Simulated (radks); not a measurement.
Values are calculated unless marked as measured or tabulated.
Numerical settings for neutral tin, [Kr] 4d10 5s2 5p2. Code: a radial shooting solver on a logarithmic mesh with Libxc functionals. Model: scalar-relativistic Kohn-Sham, PBEsol, spin-polarised, spherical densities, finite nucleus; open shells are filled with parallel spins first (spin-orbit coupling, left out, can overturn this in heavy ions); Fermi nuclear charge, rms radius 4.6519 fm. The defaults (mesh step 0.008 in ln r, mesh end at 40 bohr or more with all orbitals vanishing there, Anderson mixing 0.5 over 9 steps, residual threshold near 1e-9 with the energy settled to 1e-9 hartree or 1e-11 of itself, here a cap of 88 iterations) give E = -6174.3161 hartree and 5p at -4.172 eV in 13 iterations. Run on one thread of a shared host, so times are rough (Arm Neoverse V2): 0.18 s of CPU time, 0.18 s wall, 13 iterations on 2437 mesh points. Changes against that run (0 stands for a change within the tolerance of the run):

[
 {"setting": "mesh step in ln r 0.2", "iterations": "4", "converged": "no", "E (mhartree)": "diverged", "e(5p) (meV)": "-", "CPU (s)": "0.01"},
 {"setting": "mesh step in ln r 0.05", "iterations": "14", "converged": "yes", "E (mhartree)": "+0.0657", "e(5p) (meV)": "-0.00435", "CPU (s)": "0.04"},
 {"setting": "mesh step in ln r 0.012", "iterations": "14", "converged": "yes", "E (mhartree)": "0", "e(5p) (meV)": "0", "CPU (s)": "0.13"},
 {"setting": "mesh end (bohr) 12", "iterations": "13", "converged": "yes", "E (mhartree)": "+0.0638", "e(5p) (meV)": "+6.36", "CPU (s)": "0.17"},
 {"setting": "mesh end (bohr) 8", "iterations": "13", "converged": "yes", "E (mhartree)": "+4.87", "e(5p) (meV)": "+233", "CPU (s)": "0.17"},
 {"setting": "residual threshold 0.001", "iterations": "8", "converged": "yes", "E (mhartree)": "-0.00147", "e(5p) (meV)": "-8.36", "CPU (s)": "0.13"},
 {"setting": "residual threshold 1e-13", "iterations": "24", "converged": "yes", "E (mhartree)": "0", "e(5p) (meV)": "0", "CPU (s)": "0.25"},
 {"setting": "mixing 1.5", "iterations": "15", "converged": "yes", "E (mhartree)": "0", "e(5p) (meV)": "0", "CPU (s)": "0.21"},
 {"setting": "linear mixing, mixing 0.5", "iterations": "30", "converged": "yes", "E (mhartree)": "0", "e(5p) (meV)": "0", "CPU (s)": "0.33"},
 {"setting": "linear mixing, mixing 0.8", "iterations": "88", "converged": "yes", "E (mhartree)": "0", "e(5p) (meV)": "0", "CPU (s)": "0.99"},
 {"setting": "mixing history 2", "iterations": "20", "converged": "yes", "E (mhartree)": "0", "e(5p) (meV)": "0", "CPU (s)": "0.24"},
 {"setting": "iteration cap 5", "iterations": "5", "converged": "no", "E (mhartree)": "-0.142", "e(5p) (meV)": "+4.7", "CPU (s)": "0.09"}
]

Settings that end as converged yet miss the energy by more than 1 mhartree: mesh end (bohr) 8 (+0.00487 hartree). A mesh that ends early acts as a hard wall.
